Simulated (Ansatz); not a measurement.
Job for Ansatz (a program for electronic structure): U-PBE/def2-TZVPPD on CH4MgO (SMILES [CH3][Mg][OH]), a point of a bond scan (R = 0.854 Å). Files ending in .json are basis or fitting sets from the Basis Set Exchange.

Ansatz 0.2 input:
```yaml
crystal:
  periodic: [false, false, false]
  atoms:
    - {symbol: Mg, position_ang: [0.01243978, -0.08170774, 0.05863888]}
    - {symbol: C, position_ang: [-0.24275363, 1.59446996, -1.14429716]}
    - {symbol: H, position_ang: [-1.02669959, 2.24896975, -0.75494741]}
    - {symbol: H, position_ang: [-0.52403952, 1.31512017, -2.16281394]}
    - {symbol: H, position_ang: [0.67566808, 2.18360785, -1.20716694]}
    - {symbol: O, position_ang: [0.22953244, -1.50762973, 1.08197486]}
    - {symbol: H, position_ang: [0.33440359, -2.19645116, 1.57631871]}
basis:
  gaussian:
    orbitals: def2-TZVPPD.json
hamiltonian:
  xc: {name: PBE}
magnetization: {spin_polarized: true, initial_magnetization: 0}
```

The log:

```
WARN ansatz: RAYON_NUM_THREADS=1 ignored (pool sized by the plan → 1); use --threads N
Functional definition: PBE
integrals: 0.07 GiB planned
902 factors; their error is unknown
mean field: 0.74 GiB planned
mean field evaluation 1: about -8568.4051 eV, gradient 7.1e1 eV
mean field evaluation 2: about -8455.7011 eV, gradient 1.4e2 eV
mean field evaluation 4: about -8586.3849 eV, gradient 2.1e1 eV
mean field evaluation 8: about -8588.5977 eV, gradient 2.7e-1 eV
mean field evaluation 16: about -8588.5978 eV, gradient 1.6e-5 eV
mean field -8588.59783530 eV, -315.6251488866 hartree, gradient 1.6e-5 eV, S^2 0.000000; 0 other end points of the search recorded, 0 dependent functions left out
reference -8588.59789257 eV, -315.6251509912 hartree; 15, 15 occupied and 165, 165 virtual orbitals, 902 factors
Total energy: -8588.59789257 eV, -315.6251509912 hartree
```

The run converged.

Cost: about 7 core-seconds (a rough figure).
